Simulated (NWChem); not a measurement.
System: CH₆O₂SSi; SMILES C[Si](O)(O)S

Input file for NWChem:

```
start job
memory heap 200 mb stack 900 mb global 1100 mb
geometry units angstroms noautosym nocenter noautoz
  C      1.618513     1.094312     0.410859
  Si    -0.067432     0.412021    -0.005189
  O     -0.496921     1.130498    -1.431041
  O     -1.257793     0.753470     1.103534
  S     -0.049281    -1.758556    -0.108847
  H      1.564800     2.186520     0.482140
  H      1.989843     0.702892     1.363547
  H      2.347224     0.845014    -0.368507
  H     -1.376569     0.904332    -1.767065
  H     -1.290791     0.196857     1.894261
  H      1.108285    -1.871610    -0.795619
end
basis spherical
  * library sto-3g
end
dft
  xc hfexch
  iterations 150
end
property
  shielding
end
task dft property
```

STO-3G and 3-21G are far too small for this property and stand as cheap habits. All runs use the structure optimised with B3LYP/6-31G* (spherical d).

GIAO values for the isolated, static molecule; σ is the absolute isotropic shielding, δ = σ(reference) − σ with the isolated reference molecule computed at the same levels (13C: tetramethylsilane, 1H: tetramethylsilane, 17O: water, 29Si: tetramethylsilane).

Atoms are numbered as in the input.

Task: Give the results of this calculation. (Hartree-Fock/STO-3G, GIAO.) Quantities: δ C1 (ppm); δ Si2 (ppm); δ O3 (ppm); δ O4 (ppm); σ S5 (ppm); δ H9 (ppm); δ H10 (ppm).

Result: 
```yaml
"δ C1 (ppm)": -1.7
"δ Si2 (ppm)": 29.1
"δ O3 (ppm)": -78.0
"δ O4 (ppm)": -77.0
"σ S5 (ppm)": 949.5
"δ H9 (ppm)": -2.34
"δ H10 (ppm)": -2.98
```
